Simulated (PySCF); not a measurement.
**Sm4S4 at several levels of theory**

Computed with PySCF 2.14.0 (density fitting, no spin-orbit coupling) at the geometry relaxed with BP86:

```xyz
8
Sm4S4 (singlet in the valence; each metal's 4f electrons, 6 of them, lie in its core potential, out of spins and levels)
Sm    1.4015    1.4015    1.4015
Sm    1.4015   -1.4015   -1.4015
Sm   -1.4015    1.4015   -1.4015
Sm   -1.4015   -1.4015    1.4015
S     1.4495    1.4495   -1.4495
S     1.4495   -1.4495    1.4495
S    -1.4495    1.4495    1.4495
S    -1.4495   -1.4495   -1.4495
```

```csv
level,basis,state,HOMO (eV),gap (eV),charge on Sm1 (e),population of f-type functions on Sm1 (polarisation alone where 4f lies in the core),dipole about the centre of mass (D),largest force component (eV/Å)
BP86,"Sm lcecp-0-SVP with ECP52, S def2-SVP",singlet,–,–,0.54,0.01,0.00,0.00
r2SCAN,the same,singlet,–,–,0.66,0.01,0.00,0.01
wB97X,the same,singlet,–,–,0.68,0.02,0.00,0.03
TPSS,the same,singlet,–,–,0.61,0.01,0.00,0.03
BP86,"Sm lcecp-0-TZVP with ECP52, S def2-TZVP",singlet,–,–,0.92,0.02,0.00,0.08
```

In the lcecp rows the 4f levels are missing from HOMO and gap, and the state counts the valence alone.

Charges are Mulliken's, which hang on the basis. The relaxation used the grid (50, 194), these runs (75, 302) or, all-electron (x2c bases, spin-free X2C Hamiltonian), (99, 590).

(1) What does B3LYP with Sm lcecp-0-SVP with ECP52, S def2-SVP give here?

An lcecp potential fixes the number of 4f electrons, so in runs with it no electron can move into or out of that shell.

Results:

(1) state singlet, charge on Sm1 (e) 0.60, population of f-type functions on Sm1 (polarisation alone where 4f lies in the core) 0.01, dipole about the centre of mass (D) 0.00, largest force component (eV/Å) 0.10. Time: 27 s on 4 threads of Arm Neoverse V2, with other jobs on the host, from an already converged density.
